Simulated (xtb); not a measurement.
WSCl₄, SMILES [Cl][W]([Cl])([Cl])(=[S])[Cl], multiplicity 1. All values are semi-empirical tight-binding results from xtb (GFN2-xTB unless named), good for trends rather than for accurate numbers. Geometry: GFN2-xTB. The spin state was assumed, not searched. The isomer is the one that the SMILES or the coordinates give; other isomers of the formula were not compared.

Optimised geometry:

```xyz
6

W      0.0000     0.0000     0.0780
S      0.0000     0.0000     2.2765
Cl     0.0000     0.0000    -2.2191
Cl    -1.9253    -1.1116    -0.0877
Cl     0.0000     2.2231    -0.0877
Cl     1.9253    -1.1116    -0.0877
```

For metal compounds this method's bond lengths and energies can be far off.

```json
{
  "point_group_as_xtb_finds_it": "C3v",
  "orbital_gap": "1.64 eV",
  "zero_point_energy": "3.7 kcal/mol",
  "G − E(el) at 298.15 K (modified RRHO)": "-19.5 kcal/mol"
}
```

Computed atomic charges and the Wiberg bond orders between heavy atoms:
charges (e) W1 0.65, S2 -0.25, Cl3 -0.29, Cl4 -0.04, Cl5 -0.04, Cl6 -0.04. Bond orders W1–S2 2.20, W1–Cl3 1.03, W1–Cl4 1.35, W1–Cl5 1.35, W1–Cl6 1.35.
